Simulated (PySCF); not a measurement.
Job file and geometry (Å, from GFN2-xTB) of an NMR shielding run on `C#C/C(C)=C/[C@@H](C)BF`, C7H10BF, GIAO PBE0/pcSseg-1 NMR shielding, non-relativistic, gas phase (PySCF 2.14.0, density-fitted response routines); density fitting, a coarse starting grid and PySCF grid level 2 are the driver's defaults:

```
$ OMP_NUM_THREADS=1 python probes_run.py task.json out

{"job": {"kind": "nmr", "xc": "PBE0", "basis": "pcSseg-1"}, "charge": 0, "multiplicity": 1}
C      3.419196    -1.289901     0.522537
C      2.399769    -0.683384     0.331995
C      1.223808     0.068244     0.101428
C      1.395315     1.559044     0.034701
C      0.051193    -0.562128    -0.053978
C     -1.273765     0.106885    -0.310115
C     -2.162133    -0.764276    -1.198707
B     -1.737780     0.278183     1.194998
F     -1.412022     1.380704     1.842482
H      4.302872    -1.828877     0.692882
H      0.876415     2.036908     0.864341
H      2.448926     1.822806     0.082949
H      0.978937     1.949922    -0.893613
H      0.019239    -1.640246     0.024215
H     -1.102466     1.066725    -0.803692
H     -3.115198    -0.271927    -1.377603
H     -1.682083    -0.944095    -2.159047
H     -2.357151    -1.722867    -0.724037
H     -2.282878    -0.552468     1.820802
```

Task: What does the program print?

Result: 
```
coarse grid: 15976 points
cycle   1  E = -396.7789735125  dE =  1.076e+00  |g| = 5.802e-01  |ddm| = 4.002e+00
cycle   2  E = -396.7613254946  dE =  1.765e-02  |g| = 7.147e-01  |ddm| = 1.120e+00
cycle   3  E = -396.8497249759  dE = -8.840e-02  |g| = 1.003e-01  |ddm| = 5.531e-01
cycle   4  E = -396.8513763293  dE = -1.651e-03  |g| = 2.914e-02  |ddm| = 9.401e-02
cycle   5  E = -396.8515356963  dE = -1.594e-04  |g| = 9.920e-03  |ddm| = 3.322e-02
cycle   6  E = -396.8515569382  dE = -2.124e-05  |g| = 4.150e-03  |ddm| = 1.290e-02
cycle   7  E = -396.8515615018  dE = -4.564e-06  |g| = 1.042e-03  |ddm| = 4.271e-03
final grid: 154992 points
cycle   8  E = -396.9108094520  dE = -6.867e-05  |g| = 8.336e-03  |ddm| = 7.086e-02
cycle   9  E = -396.9108069764  dE =  2.476e-06  |g| = 8.982e-03  |ddm| = 1.685e-02
cycle  10  E = -396.9108269513  dE = -1.997e-05  |g| = 1.134e-03  |ddm| = 8.285e-03
cycle  11  E = -396.9108272322  dE = -2.809e-07  |g| = 4.723e-04  |ddm| = 1.523e-03
cycle  12  E = -396.9108272824  dE = -5.029e-08  |g| = 1.496e-04  |ddm| = 4.812e-04
cycle  13  E = -396.9108272871  dE = -4.667e-09  |g| = 6.411e-05  |ddm| = 1.620e-04
cycle  14  E = -396.9108272881  dE = -1.035e-09  |g| = 1.467e-05  |ddm| = 6.147e-05
cycle  15  E = -396.9108272882  dE = -5.332e-11  |g| = 2.042e-06  |ddm| = 1.687e-05
converged SCF energy = -396.9108272882

GIAO shielding tensors (ppm)
atom      isotropic    diamagn.    paramagn.     s11        s22        s33       span
  0 C       99.669     259.581    -159.912     47.925     51.583    199.500    151.575
  1 C       95.423     249.914    -154.491    -15.214      0.483    301.000    316.214
  2 C       55.562     260.950    -205.388    -53.934     64.371    156.248    210.182
  3 C      165.005     246.035     -81.030    154.455    157.291    183.268     28.813
  4 C       43.574     259.173    -215.599    -69.688     64.311    136.098    205.786
  5 C      149.715     252.692    -102.977    124.659    154.944    169.541     44.882
  6 C      170.364     244.620     -74.256    158.835    165.107    187.151     28.316
  7 B       52.376     190.853    -138.477      5.701     67.216     84.211     78.509
  8 F      202.680     468.226    -265.546     34.078    103.797    470.165    436.087
  9 H       28.918      34.363      -5.445     25.028     25.214     36.511     11.483
 10 H       29.456      29.413       0.042     24.370     29.161     34.836     10.466
 11 H       29.711      28.390       1.321     25.083     29.222     34.828      9.746
 12 H       29.675      29.879      -0.204     25.647     28.901     34.479      8.831
 13 H       25.875      35.014      -9.139     23.442     24.108     30.076      6.634
 14 H       29.478      34.222      -4.744     25.336     30.508     32.590      7.254
 15 H       30.485      27.912       2.572     25.762     27.928     37.765     12.003
 16 H       30.505      29.263       1.242     26.225     28.779     36.512     10.288
 17 H       30.398      29.607       0.791     26.635     28.463     36.096      9.461
 18 H       26.715      29.836      -3.121     25.077     25.409     29.658      4.581
```

Size and cost of the density-fitted run: 203 basis functions, 40 s wall time on 1 thread of an Arm Neoverse V1, shared host; peak memory 0.91 GiB.
